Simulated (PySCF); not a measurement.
**TDDFT excited states: C2H11AlS2Si**

Compound: C2H11AlS2Si.
SMILES: `C[S+](C)[AlH2-][S][SiH3]`

Method: TDDFT wB97X-D/def2-SVPD, vertical, gas phase, core orbitals frozen in the response (PySCF 2.14.0, density-fitted response routines). Isolated species at its PBE0-D3(BJ)/def2-SVP geometry (one conformer only). Torsions of this conformer, `[CH3:1][S+:2]([CH3:3])[AlH2-:4][S:5][SiH3:6]`: C1–S2–Al4–S5 -50°, S2–Al4–S5–Si6 104°.

```csv
state,E (eV),E (hartree),f,|μ| (D),"main configurations (H = HOMO, L = LUMO)"
S1,6.11,0.2244,0.034,1.21,"H→L (48%), H→L+4 (15%), H→L+2 (10%)"
S2,6.34,0.2331,0.020,0.91,"H→L+2 (28%), H→L+1 (27%), H→L+3 (13%)"
S3,6.48,0.2382,0.010,0.64,"H-3→L+1 (18%), H→L+2 (18%), H→L+3 (17%)"
S4,6.77,0.2489,0.027,1.02,"H→L+4 (35%), H→L+1 (16%)"
S5,6.97,0.2560,0.0073,0.53,"H→L+8 (37%), H→L+5 (17%)"
S6,6.99,0.2569,0.074,1.68,"H-1→L (42%), H-1→L+2 (24%)"
S7,7.06,0.2596,0.0080,0.55,"H-1→L+2 (27%), H-1→L+3 (27%), H-1→L (12%)"
S8,7.17,0.2636,0.0017,0.25,"H→L+4 (16%), H-3→L+1 (13%), H→L+1 (13%)"
S9,7.24,0.2662,0.035,1.13,H-2→L+2 (34%)
S10,7.35,0.2700,0.014,0.72,"H→L+3 (24%), H-2→L+3 (12%)"
```

Triplets, Tamm–Dancoff:

```json
{"state": "T1", "E (eV)": "5.77", "λ (nm)": "214.8", "main configurations (H = HOMO, L = LUMO)": "H→L (48%), H→L+4 (17%), H→L+3 (14%)"}
{"state": "T2", "E (eV)": "6.08", "λ (nm)": "204.0", "main configurations (H = HOMO, L = LUMO)": "H→L+1 (26%), H-3→L+1 (26%), H-3→L (12%)"}
{"state": "T3", "E (eV)": "6.17", "λ (nm)": "200.9", "main configurations (H = HOMO, L = LUMO)": "H→L+2 (47%), H→L+3 (21%)"}
{"state": "T4", "E (eV)": "6.47", "λ (nm)": "191.5", "main configurations (H = HOMO, L = LUMO)": "H→L+4 (34%), H→L+1 (18%), H→L+7 (8%)"}
```

The lowest singlet comes at 203 nm (589 kJ/mol) in the ultraviolet; it is of moderate strength; its leading configuration is HOMO→LUMO (48%). The most intense listed level is S6 at 6.99 eV (177 nm, f = 0.074), 0.88 eV above S1. Löwdin shares by element: HOMO sulfur 72%, silicon 11%, aluminium 5%; LUMO sulfur 46%, carbon 11% or more, aluminium 9% (atoms not listed hold the other 34%). Weighted by f, the mean energy of these states is 6.82 eV. Orbital energies (eV): HOMO-3 -10.17, HOMO-2 -9.92, HOMO-1 -9.60, HOMO -8.78, LUMO 1.48, LUMO+1 1.53, LUMO+2 1.63. Of the 10 states listed, 7 reach f = 0.01 and none stays under 0.0005. The vertical ionisation energy (ΔSCF) is 8.93 eV, 1.59 eV above S10. Only the lowest 10 singlets were computed, as vertical energies without vibronic structure.

Hardware: one thread of an Arm Neoverse V1 (shared host). Cost: 4.4 min wall.
